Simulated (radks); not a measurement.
Results of a calculation; reference values are marked as such.
Question: The mean radii <r> (bohr) of the occupied orbitals of an atom or ion are listed with their occupations. Level of theory: non-relativistic Kohn-Sham, LDA (Slater exchange, Perdew-Wang correlation), spin-unpolarised, spherical densities, point nucleus (a radial shooting solver on a logarithmic mesh with Libxc functionals).

| orbital | occ. | <r> |
|---|---|---|
| 1s | 2 | 0.01942 |
| 2s | 2 | 0.08142 |
| 2p | 6 | 0.06878 |
| 3s | 2 | 0.1978 |
| 3p | 6 | 0.1874 |
| 3d | 6 | 0.1622 |

Name the element and its charge.

Answer: Z = 78, platinum, charge +54: Pt54+ in [Ar] 3d6. The 1s radius gives Z: for a bare nucleus <r> = 1.5/Z, 0.01923 bohr for Z = 78, and screening makes it slightly larger (0.01942 here). The occupations add up to 24, and the charge is Z minus that.
